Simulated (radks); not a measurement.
Results of a calculation; reference values are marked as such.
Isoelectronic series with 55 electrons, all held in the configuration [Xe] 6s1, which need not be the ground one along the series. Code: a radial shooting solver on a logarithmic mesh with Libxc functionals. Model: Dirac Kohn-Sham, PBE, spin-unpolarised, spherical densities, point nucleus. Total energies (hartree) and orbital eigenvalues (eV):

ion,E (hartree),6s1/2,5p3/2,5p1/2,5s1/2
Cs,-7790.2757,-2.0861,-13.0125,-14.6417,-26.6974
Ba+,-8139.1297,-7.5819,-23.7107,-25.7968,-39.2964
La2+,-8496.8349,-14.6343,-36.3196,-38.9218,-53.8754
Ce3+,-8863.4270,-22.9525,-50.5338,-53.7134,-70.1261
Pr4+,-9238.9511,-32.4096,-66.2201,-70.0414,-87.9172
Nd5+,-9623.4589,-42.9326,-83.2997,-87.8308,-107.1734
Pm6+,-10017.0068,-54.4745,-101.7202,-107.0331,-127.8468
Sm7+,-10419.6554,-67.0024,-121.4437,-127.6147,-149.9045
